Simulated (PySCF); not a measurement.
CH5ClF2Si2. Atoms are numbered in the order given.

```xyz
11

C     -2.1354    -0.5676    -0.0388
Si    -0.7924     0.7016     0.1122
F     -0.6055     1.1109     1.6747
F     -1.2187     2.0675    -0.6633
Si     1.2850    -0.0191    -0.6932
Cl     1.5203    -1.9386     0.1119
H     -1.8042    -1.5145     0.4158
H     -3.0530    -0.2323     0.4707
H     -2.3725    -0.7580    -1.0977
H      2.4188     0.8351    -0.2489
H      1.2993    -0.1292    -2.1782
```
Charge 0, spin multiplicity 1.

Geometry: B3LYP-D3(BJ)/def2-SVP. This is a generated structure with no PubChem entry under its InChIKey; it may be hypothetical. Other conformers were not sampled.

Calculation: PBE0/def2-TZVP in PySCF.

Gas-phase values at a fixed geometry.

Question: Estimate the frontier levels, gap, dipole moment and polarisability. (An estimate is asked for; the answer gives what the named calculation found.)

Answer: 
* **highest occupied level**: -8.29 eV
* **lowest empty level**: -0.94 eV
* **orbital gap**: 7.36 eV
* **dipole moment**: 0.330 e·Å
* **quadrupole, principal values (traceless, Buckingham form, about the centre of nuclear charge)**: -8.71, -0.66, 9.37 D·Å
* **mean static polarisability**: 73.3 bohr³ (10.86 Å³)
* **polarisability, principal values**: 63.0, 75.4, 81.5 bohr³
